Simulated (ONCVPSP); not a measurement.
**Building the ONCV potential for titanium (Ti) (PBEsol, fully relativistic).**

ONCVPSP 4.0.1 input, shortened (lines: element, Z, core and valence counts, functional; n l f; lmax; l rc ep ncon nbas qcut; lloc lpopt rc5 dvloc0; l nproj debl; icmod fcfact rcfact), PBEsol, fully relativistic:

```
  Ti 22.00    3    5  -116133      upf
    1    0    2.00
    2    0    2.00
    2    1    6.00
    3    0    2.00
    3    1    6.00
    3    2    2.00
    4    0    1.75
    4    1    0.25
    2
    0    1.85    0.00    4    9    7.80
    1    1.70    0.00    4    7    8.40
    2    2.60    0.00    5    9    6.40
    4    5    1.05    0.00
    0    2    2.60
    1    3    0.70
    2    1    3.50
    0    0.00    0.00
```

Open shells are filled in proportion to 2j + 1.

All-electron outer shells of the reference configuration (PBEsol, scalar-relativistic, ld1.x):

```tsv
shell	level (eV)	outermost node (bohr)	outermost maximum (bohr)
2s	-536.57	0.09	0.27
2p	-444.26	–	0.22
3s	-62.80	0.40	0.87
3p	-39.12	0.37	0.90
4s	-4.68	1.24	2.92
3d	-4.59	–	0.98
4p	-1.62	1.39	3.80
```

Calculated quality:

```json
{"Cutoffs needed": "21 Ha and 25 Ha (the cutoffs (Ha) at which the residual kinetic energy of the hardest occupied pseudo-wave falls to 1 and 0.1 mHa per electron)", "Ghost test": "no bound ghost flagged; no localised positive-energy state flagged", "Largest excitation error": "-2.0 meV (all-electron minus pseudo) for 3s2 3p6 3d2 4s0 4p0, out of 4 test configurations"}
```

Generation and tests took about 5.7 s on one core of a shared server CPU.
